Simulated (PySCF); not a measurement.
Gas-phase XPS of `C=C/N=C\C(=O)O`, computed

Compound: C₄H₅NO₂.
Cartesian coordinates in Å at the GFN2-xTB level; atoms count from 1:
```
atom  x, y, z in Å
C1    -2.1683    0.4605   -1.2475
C2    -0.9108    0.1533   -0.9276
N3    -0.6627   -0.8549   -0.0351
C4     0.3495   -0.9372    0.7197
C5     1.4346    0.0698    0.8854
O6     1.4829    1.1598    0.3709
O7     2.3922   -0.3866    1.7052
H8    -2.9952   -0.0317   -0.7653
H9    -2.3924    1.2416   -1.9507
H10   -0.0734    0.6740   -1.3822
H11    0.4490   -1.8230    1.3363
H12    3.0958    0.2738    1.8090
```

Method used: delta-SCF UKS SCAN, pcX-2 on the ionised atom, pcseg-1 elsewhere, spin-free X2C in PySCF. Each binding energy is the total energy of the core-ionised species, with the hole localised on one atom, minus that of the ground state; both are solved self-consistently, so orbital relaxation is included.

Problem. What binding energy does each computed site have?

Solution. 
```
atom(s)                      environment  level  binding energy (eV)  above the level's lowest (eV)  count
     C1             terminal =CH2 carbon   C 1s               290.06                           0.00      1
     C2  vinylic carbon bearing nitrogen   C 1s               291.44                          +1.38      1
     C4                     imine carbon   C 1s               291.86                          +1.80      1
     C5           carboxylic acid carbon   C 1s               294.77                          +4.71      1
     N3                   imine nitrogen   N 1s               405.41                           0.00      1
     O6             acid carbonyl oxygen   O 1s               537.86                           0.00      1
     O7             acid hydroxyl oxygen   O 1s               540.12                          +2.26      1
```

Lowest listed C 1s: C1, bonded to C (double bond) and 2 H. Highest, 4.71 eV above it: C5, bonded to O (double bond), O and C. Summing the Pauling electronegativity differences to the bonded atoms, each weighted by its formal bond order, gives -0.70 for the lowest site and +2.67 for the highest; no listed site has a larger sum than the highest.

Lowest listed O 1s: O6, bonded to C (double bond). Highest, 2.26 eV above it: O7, bonded to C and H. Summing the Pauling electronegativity differences to the bonded atoms, each weighted by its formal bond order, gives -1.78 for the lowest site and -2.13 for the highest; the largest sum, -1.78, belongs to O6, 2.26 eV below the top. The smallest sum, -2.13, belongs to O7, 2.26 eV above the lowest.

Problem. Give the binding energy of C 1s of C1 in hartree and in kJ/mol.

Solution. 290.06 eV = 10.6595 Eh = 27987 kJ/mol.

Problem. Which photon energy gives electrons from C 1s of C1 a kinetic energy of 50 eV, and what is their de Broglie wavelength?

Solution. hν = 290.06 + 50 = 340.06 eV, recoil neglected; λ = 12.264 Å/√(E/eV) = 1.73 Å.

The unrestricted hole states depart most from a pure doublet (⟨S²⟩ = 0.75; over 0.85 named) for C 1s of C2 (0.85), N 1s of N3 (0.87), C 1s of C4 (0.85) and C 1s of C5 (0.91), which makes these values less certain. The structure is a single GFN2-xTB conformer in the gas phase; no vibrational or solvent corrections.

The run took 82 s wall on one thread of an Arm Neoverse V1, no GPU, shared host.
